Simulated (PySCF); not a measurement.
C2H7ClO2Si. Atoms are numbered in the order given.

```xyz
13

Si     0.5870    -0.7043     0.4618
O      1.7730    -1.4954    -0.3825
Cl     1.1863     1.2148     1.0340
O     -0.7412    -0.5384    -0.5216
C     -1.8622     0.3236    -0.3220
C     -2.5741     0.5384    -1.6458
H      0.3507    -1.5072     1.6923
H      1.9772    -1.1260    -1.2601
H     -2.5550    -0.1368     0.4201
H     -1.5240     1.2961     0.1028
H     -3.4626     1.1868    -1.5076
H     -2.9091    -0.4283    -2.0719
H     -1.8983     1.0227    -2.3787
```

Geometry: PBE-D3(BJ)/def2-SVP. The values are those of a single conformer.

Computed with PBE-D3(BJ)/def2-SVP (PySCF).

Frequencies are harmonic and unscaled.

Computed normal modes with their intensities:
| mode | ν (cm⁻¹) | IR (km/mol) | moving atoms (share of kinetic energy) |
|---|---|---|---|
| 1 | 23 | 0.1 | C 37 %, H 29 %, O 20 %, Cl 12 % |
| 2 | 63 | 1.4 | O 40 %, H 36 %, C 20 % |
| 3 | 117 | 5.3 | Cl 28 %, C 26 %, H 24 %, O 17 % |
| 4 | 179 | 28.1 | H 55 %, O 25 %, Cl 12 % |
| 5 | 242 | 13.2 | H 60 %, O 20 %, C 9 %, Cl 8 % |
| 6 | 276 | 34.9 | H 50 %, O 33 % |
| 7 | 309 | 25.9 | O 41 %, H 19 %, Si 18 %, Cl 18 % |
| 8 | 331 | 51.0 | O 48 %, H 25 %, C 15 %, Si 9 % |
| 9 | 375 | 6.9 | C 35 %, H 28 %, Si 27 %, O 10 % |
| 10 | 518 | 89.7 | Si 47 %, Cl 39 % |
| 11 | 720 | 48.4 | H 38 %, O 32 %, C 17 %, Si 13 % |
| 12 | 765 | 34.6 | H 80 %, O 18 % |
| 13 | 788 | 20.1 | H 91 % |
| 14 | 807 | 158.8 | H 76 %, Si 15 % |
| 15 | 861 | 247.0 | H 80 %, O 9 %, Si 8 % |
| 16 | 915 | 43.1 | O 39 %, Si 30 %, H 24 % |
| 17 | 967 | 93.8 | H 33 %, C 26 %, O 23 %, Si 18 % |
| 18 | 1083 | 9.8 | C 56 %, H 41 % |
| 19 | 1118 | 256.2 | C 38 %, O 38 %, H 22 % |
| 20 | 1135 | 101.2 | H 46 %, C 36 %, O 16 % |
| 21 | 1264 | 0.1 | H 92 % |
| 22 | 1329 | 0.3 | H 80 %, C 19 % |
| 23 | 1369 | 29.3 | H 72 %, C 27 % |
| 24 | 1404 | 7.0 | H 97 % |
| 25 | 1425 | 1.4 | H 95 % |
| 26 | 1447 | 1.3 | H 92 % |
| 27 | 2244 | 101.8 | H 97 % |
| 28 | 2933 | 45.9 | H 95 % |
| 29 | 2978 | 14.0 | H 97 % |
| 30 | 2982 | 21.4 | H 90 %, C 10 % |
| 31 | 3075 | 17.5 | H 91 %, C 9 % |
| 32 | 3076 | 15.0 | H 90 %, C 10 % |
| 33 | 3760 | 84.2 | H 94 % |
